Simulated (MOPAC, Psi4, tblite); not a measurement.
Two rigid molecules brought together: H6Si2 ··· H4N+ (SMILES [SiH3][SiH3] and [NH4+]) (charge +1). Monomers: optimised at B3LYP-D3(BJ) (def2-TZVP), held rigid. Orientation: a random orientation, not optimised. Only R, the distance of the centres of mass, is varied, so the lowest point isn't the relaxed dimer.

Geometry at R = 4.70 Å (first 8 atoms: monomer A):
```
13

Si     1.1709     0.0122    -0.0538
Si    -1.1709    -0.0123     0.0538
H      1.7219    -1.2748     0.4358
H      1.6195     0.2184    -1.4525
H      1.7129     1.1093     0.7843
H     -1.7219     1.2748    -0.4358
H     -1.7130    -1.1094    -0.7843
H     -1.6194    -0.2183     1.4525
N      1.1943     3.6911     2.6532
H      2.0292     4.1111     3.0744
H      1.3496     2.6873     2.5148
H      0.3913     3.8300     3.2749
H      1.0073     4.1358     1.7488
```

- GFN2-xTB (tblite)
- SAPT0/jun-cc-pVDZ, frozen core (Psi4)
- B3LYP/def2-TZVP, counterpoise-corrected (Psi4)
- PM7, restricted, heats of formation (MOPAC)
- AM1, restricted, heats of formation (MOPAC)

Interaction energies in kJ/mol (negative: bound); R is the distance of the centres of mass, d the H5···H11 distance.

```tsv
R / Å	d / Å	GFN2-xTB	SAPT0/jun-cc-pVDZ	B3LYP/def2-TZVP	PM7	AM1
4.13	1.88	-20.67	-13.49	-17.00	-9.08	-10.35
4.26	1.99	-19.57	-13.94	-16.90	-9.53	-11.14
4.51	2.20	-16.24	-13.19	-15.21	-9.26	-10.59
4.70	2.37	-13.61	-11.94	-13.39	-8.60	-9.33
4.92	2.57	-10.97	-10.30	-11.26	-7.67	-7.70
5.13	2.76	-8.97	-8.78	-9.43	-6.80	-6.35
5.42	3.03	-6.95	-6.96	-7.33	-5.77	-4.95
5.73	3.32	-5.44	-5.40	-5.64	-4.90	-3.93
6.22	3.79	-3.86	-3.67	-3.84	-3.90	-2.88
6.93	4.48	-2.49	-2.19	-2.34	-2.80	-1.93
7.92	5.45	-1.46	-1.17	-1.29	-1.72	-1.17
9.22	6.73	-0.80	-0.58	-0.66	-0.92	-0.65
```

Lowest grid point: GFN2-xTB -20.67 kJ/mol at R = 4.13 Å; SAPT0/jun-cc-pVDZ -13.94 kJ/mol at R = 4.26 Å; B3LYP/def2-TZVP -17.00 kJ/mol at R = 4.13 Å; PM7 -9.53 kJ/mol at R = 4.26 Å; AM1 -11.14 kJ/mol at R = 4.26 Å.
